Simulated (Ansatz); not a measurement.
A trace of molecular dynamics of F2H6O2Si (11 atoms, charge 0, multiplicity 1).

Method: UKS PBE-D4/6-31G (Ansatz 0.2.0).

```
ensemble                      : NVE (velocity Verlet)
starting velocities drawn for : 100 K
seed                          : 574779
```

| time (fs) | T (K) | potential energy less start (eV) | conserved less start (meV/atom) |
| --- | --- | --- | --- |
| 0.0 | 100 | 0.000 | 0.00 |
| 3.0 | 228 | -0.150 | -0.07 |
| 6.0 | 475 | -0.440 | -0.28 |
| 9.0 | 423 | -0.375 | -0.01 |
| 12.0 | 520 | -0.490 | -0.14 |
| 15.0 | 516 | -0.486 | -0.18 |
| 18.0 | 445 | -0.403 | -0.07 |
| 21.0 | 345 | -0.286 | -0.10 |
| 24.0 | 398 | -0.348 | -0.13 |
| 27.0 | 416 | -0.369 | -0.12 |
| 30.0 | 495 | -0.462 | -0.22 |
| 33.0 | 533 | -0.505 | -0.10 |
| 36.0 | 538 | -0.511 | -0.08 |
| 39.0 | 542 | -0.517 | -0.24 |
| 42.0 | 255 | -0.181 | -0.04 |
| 45.0 | 242 | -0.167 | -0.07 |
| 48.0 | 365 | -0.310 | -0.18 |
| 51.0 | 420 | -0.374 | -0.11 |
| 54.0 | 499 | -0.465 | -0.07 |
| 57.0 | 553 | -0.529 | -0.17 |
| 60.0 | 575 | -0.554 | -0.11 |
| 63.0 | 566 | -0.544 | -0.12 |
| 66.0 | 419 | -0.373 | -0.15 |
| 69.0 | 309 | -0.244 | -0.06 |
| 72.0 | 356 | -0.298 | -0.09 |
| 75.0 | 515 | -0.485 | -0.17 |

Q: Is this trajectory sound?

A: The conserved energy stayed within 0.32 meV per atom of its start (net change -0.17 meV per atom), so the integration is sound. The system heated up, since it started high on the potential surface and ran downhill. A run of 0.075 ps of so small a system gives no equilibrium averages. The orbitals stay closed-shell, which can raise the energy where a bond breaks towards radicals; this wasn't checked here. Limits of this set-up: no polarisation functions. The time step was 0.5 fs.

Time of the run: 10 min on 1 thread of Arm Neoverse V1, on a shared host, peak memory 0.14 GiB.
